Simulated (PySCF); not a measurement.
PbF₃: from structure and modes to constants

Method: PySCF, UPBE0, basis Pb def2-SVP with ECP60, F def2-SVP (scalar-relativistic core potentials, no spin–orbit coupling, density fitting).

The doublet minimum has C3v symmetry. Masses (u): Pb 207.97664, F 18.99840.

```xyz
4
charge 0 multiplicity 2, angstrom
Pb    0.0000    0.0000   -0.1419
F     1.9177    0.0000    0.5994
F    -0.9588    1.6608    0.5994
F    -0.9589   -1.6608    0.5995
```

Harmonic wavenumbers (cm⁻¹): 107.4 (e, ×2), 112.6 (a1, ×1), 513.6 (a1, ×1), 525.4 (e, ×2).

(1) What is the harmonic zero-point energy?

(2) Find the vibrational entropy and heat capacity at 298.15 K.

## Answers

(1) Half the sum of all 6 wavenumbers, 1892/2 = 946 cm⁻¹, which is 11.3 kJ/mol (1 cm⁻¹ = 0.0119627 kJ/mol).

(2) With u = 1.43878 ω/T, each mode gives S = R[u/(eᵘ−1) − ln(1−e⁻ᵘ)] and C = R u² eᵘ/(eᵘ−1)².
```
  ω (cm⁻¹)      u  S (J/(mol K))  C (J/(mol K))
107.4 (×2)  0.518          13.87           8.13
     112.6  0.544          13.48           8.11
     513.6  2.478           2.62           5.10
525.4 (×2)  2.535           2.50           5.00
```
The sums over all modes are S = 48.8 and C = 39.5 J/(mol K); the softest mode gives 28 % of the entropy (each member, where degenerate).

Other isomers or separated fragments may lie lower. With an element this heavy the missing spin–orbit coupling can shift these numbers.
